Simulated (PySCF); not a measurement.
Species: C₂H₈N₂Si.
Numbering: `[CH3:1]/[CH:2]=[N:3]/[NH:4][SiH3:5]` (hydrogens: H6, H7, H8 on C1; H9 on C2; H10 on N4; H11, H12, H13 on Si5)

Method: TDDFT PBE0/def2-SVPD, vertical, gas phase, core orbitals frozen in the response in PySCF. The structure is a single GFN2-xTB conformer in the gas phase; no vibrational or solvent corrections. Torsions of this conformer, `[CH3:1]/[CH:2]=[N:3]/[NH:4][SiH3:5]`: C2–N3–N4–Si5 0°.

Each state is given a Gaussian of 0.3 eV full width at half maximum, with ε(max) = 2.175×10⁸ f / Δν̃ (Δν̃ the width in cm⁻¹). The width is an assumption, not a result. The curve ends short of the highest state used, and states not computed would add to its high-energy end.

λ (nm), ε (L mol⁻¹ cm⁻¹) and a bar:
```
    192.3        344 
    194.1        638 #
    195.9       1763 ##
    197.7       4388 #####
    199.5       9126 ##########
    201.3      15731 #################
    203.2      22855 #########################
    205.0      27068 ##############################
    206.8      26984 ##############################
    208.6      22820 #########################
    210.4      16503 ##################
    212.2      10288 ###########
    214.0       5575 ######
    215.9       2536 ###
    217.7       1071 #
    219.5        425 
    221.3        181 
    223.1        102 
    224.9         79 
    226.7         67 
    228.6         54 
    230.4         40 
    232.2         27 
    234.0         17 
    235.8          9 
    237.6          5 
    239.5          2 
    241.3          1 
    243.1          0 
    244.9          0
```

(1) Locate the maxima and give the states behind the curve.

(2) On this curve, what absorbance would a 10⁻³ mol/L sample give at 193 nm over a 1 cm path?

(3) Coming from long wavelengths, where does ε first pass 100 L mol⁻¹ cm⁻¹?

Answers

(1) 206 nm (6.02 eV), ε about 28000, made up of S3 (99%) (ε in L mol⁻¹ cm⁻¹; maxima over ε = 5, shares over 10%). The states used: S1 5.51 eV (f 0.0008); S2 5.89 eV (f 0.0009); S3 6.02 eV (f 0.305); S4 6.19 eV (f 0.0047); S5 6.32 eV (f 0.0002); S6 6.76 eV (f 0.039); S7 6.82 eV (f 0.0002); S8 7.05 eV (f 0.020).

(2) 193 nm is 6.424 eV, where ε is about 390 L mol⁻¹ cm⁻¹, so A = ε c l ≈ 0.39 (Beer–Lambert, with the gas-phase spectrum and the assumed width).

(3) At about 223 nm (5.56 eV), 0.04 eV above S1.

Hardware: one thread, Arm Neoverse V2 (aarch64), on a shared host. Cost: 13 s, 0.69 GiB resident at most.
